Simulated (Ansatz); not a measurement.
Species: HCl$_{3}$SSi, SMILES `S[Si](Cl)(Cl)Cl` (charge 0, multiplicity 1), formula HCl₃SSi.

Problem. How many basis functions does Ansatz (an electronic-structure program) with frozen-core CCSD(T)/cc-pVTZ // r2SCAN-D4/def2-TZVP use, how many core orbitals are frozen, and how many electrons are correlated?

Solution. 184 basis functions and 25 frozen orbitals, which leaves 32 correlated electrons. Core time is of the order of seconds.
